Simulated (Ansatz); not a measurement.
CeO₂ (SMILES [O]=[Ce]=[O]), singlet, at a GFN2-xTB geometry (such geometries of metal compounds can be far from the true shape) (core potentials on Ce).

Input for Ansatz (a first-principles code):
Ansatz 0.2 input:
```yaml
crystal:
  periodic: [false, false, false]
  atoms:
    - {symbol: Ce, position_ang: [-0.16924966, 0.08770245, -0.18012469]}
    - {symbol: O, position_ang: [1.87597302, -0.06772443, -0.41145043]}
    - {symbol: O, position_ang: [-0.64891296, -0.56811834, 1.71735447]}
basis:
  gaussian:
    orbitals: def2-SV_P_.json
hamiltonian:
  xc: {name: BHLYP}
```
The basis file holds def2-SV(P) in the JSON format of the Basis Set Exchange.

What does this run give for the total energy, number of basis functions?


The total energy is -17010.5875 eV and the number of basis functions is 97.
